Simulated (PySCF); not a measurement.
## Electronic structure of C⁺ (carbon, charge +1) at the UHF level

Configuration: [He] 2s1 2p1 3d1, one real determinant (an excited configuration). Computed with PySCF 2.14 in aug-cc-pCVTZ-DK with one added diffuse shell each of s, p, d, f type (8s7p5d3f, 75 functions), with scalar relativity by spin-free X2C-1e.

* Total energy: -36.483927 hartree
* One-electron energy: -45.1589 hartree
* Hartree (Coulomb) energy: 13.2552 hartree
* Exchange energy: -4.5802 hartree
* ⟨S²⟩: 3.7500
* ⟨L²⟩: 8.009
* Sum of ⟨r⟩: 8.122 bohr
* Sum of ⟨r²⟩: 32.69 bohr²
* Traceless quadrupole moment −½Σ⟨3z² − r²⟩ along its main axis: 7.12 e·bohr²
* Langevin diamagnetic susceptibility: -25.9 ×10⁻⁶ cm³/mol

```json
{"shell": "1s α", "electrons": "1", "mean orbital energy (hartree)": "-12.40593", "rms radius, mean of both spins (bohr)": "0.311"}
{"shell": "1s β", "electrons": "1", "mean orbital energy (hartree)": "-12.29684", "rms radius, mean of both spins (bohr)": "0.311"}
{"shell": "2s α", "electrons": "1", "mean orbital energy (hartree)": "-1.58569", "rms radius, mean of both spins (bohr)": "1.48"}
{"shell": "2p α", "electrons": "1", "mean orbital energy (hartree)": "-1.28690", "rms radius, mean of both spins (bohr)": "1.45"}
{"shell": "3d α", "electrons": "1", "mean orbital energy (hartree)": "-0.23362", "rms radius, mean of both spins (bohr)": "5.31"}
```

⟨L²⟩ = 8.01 against 12 for a pure F term, so this real determinant mixes terms. The outer electron is Rydberg-like, and this basis confines it to a smaller radius and binds it less than a complete one would.

Spin-orbit constants ζ (cm⁻¹) from the X2C one-electron operator on these orbitals: bare nucleus, nucleus screened by l(l+1)(2l+1)/3 electrons, and screened by the Breit-Pauli mean field of the electrons.

| shell | bare | screened nucleus | mean field |
| --- | --- | --- | --- |
| 2p | 95.30 | 63.53 | 52.09 |
| 3d | 1.027 | 0.3425 | 0.3009 |

To first order the Landé constant is A = 5.855 cm⁻¹, so the lowest level has J = 3/2 and lies 0.00436 eV below the centre of the term. This holds in LS coupling only.
